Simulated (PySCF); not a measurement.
A fit for the ¹⁷O shielding

GIAO PBE0/pcSseg-1 on GFN2-xTB geometries (PySCF, gas phase, non-relativistic):

```csv
SMILES,HOMO–LUMO gap (eV),σ(O) (ppm)
C=C[C@@H](CF)C(=O)NC,7.08,-52.0
C#C[C@@H](C(=O)NC)C(F)F,7.80,-61.3
C#C/C(=C\F)C(=O)NC,5.93,-12.6
C#C[C@H](CCF)C(=O)NC,7.82,-53.1
C#C[C@@H](CF)C(N)=O,7.86,-76.3
```

Task: Fit σ(O) as a line in the HOMO–LUMO gap. How well does it hold?

Result: σ = 141.5 − 26.4 x, with x in eV; correlation -0.93, rms deviation 7.8 ppm, largest 11.7 ppm at `C#C[C@H](CCF)C(=O)NC`. A larger gap weakens the paramagnetic term, which raises σ.

Task: A further member, `C#C[C@@H]1C(=O)NC[C@@H]1F`, has x = 7.61. What does the line predict, and what does the calculation give?

Result: The line gives -59.4 ppm; the calculation -68.9 ppm, a difference of -9.5 ppm, within the usual scatter of the fit.
